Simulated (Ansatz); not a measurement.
GaH$_{5}$SSi (`S[SiH2][GaH2]`) at its PBE0-D4/def2-TZVP geometry, where that method's forces vanish. The species carries charge 0 and has multiplicity 1.

```xyz
8

S     1.9945    0.3950   -0.6634
Si    0.1315    0.9804    0.2704
Ga   -1.2168   -0.9536   -0.1762
H     2.1548   -0.7143    0.0785
H     0.3438    1.3526    1.6973
H    -0.2483    2.2082   -0.4762
H    -0.8565   -2.2869    0.5788
H    -2.3030   -0.9814   -1.3092
```

Question: What forces (eV/Å) does r2SCAN-D4/def2-TZVPP give on these atoms in Ansatz? (Estimate.)

Answer: Ansatz gave: 
```
S1   0.034 -0.019 -0.043
Si2 -0.105 -0.027  0.028
Ga3 -0.004 -0.015 -0.004
H4   0.002 -0.010  0.007
H5  -0.006  0.006 -0.017
H6   0.014 -0.017  0.015
H7  -0.028  0.094 -0.068
H8   0.092 -0.012  0.082
```
